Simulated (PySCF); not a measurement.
C4H8Cl, SMILES [CH2]C(C)(C)Cl, multiplicity 2. Coordinates come from a PBE-D3(BJ)/def2-SVP optimisation. The isomer is the one that the SMILES or the coordinates give; other isomers of the formula were not compared.

Level of theory: PBE-D3(BJ)/def2-SVP run with PySCF.

Harmonic wavenumbers (cm⁻¹): 242, 263, 265, 276, 298, 330, 388, 400, 436, 636, 795, 895, 922, 983, 990, 1056, 1229, 1267, 1332, 1344, 1390, 1394, 1402, 1418, 1427, 2971, 2975, 3064, 3067, 3080, 3088, 3090, 3198. Rotational constants (GHz): 4.597, 3.018, 2.943; symmetry number 1.

**Question.** Work out the zero-point energy and the ideal-gas rigid-rotor harmonic-oscillator thermochemistry at 298.15 K and 1 atm.

**Answer.** ZPE = ½ Σ hcν = ½ × 45913 cm⁻¹ = 274.62 kJ/mol. H − E(el) = 295.33 kJ/mol. Entropy in J/(mol K): translation 165.08, rotation 110.74, vibration 56.28, spin 5.76, total 337.86. G − E(el) = 194.60 kJ/mol. Cp = 114.63 J/(mol K).
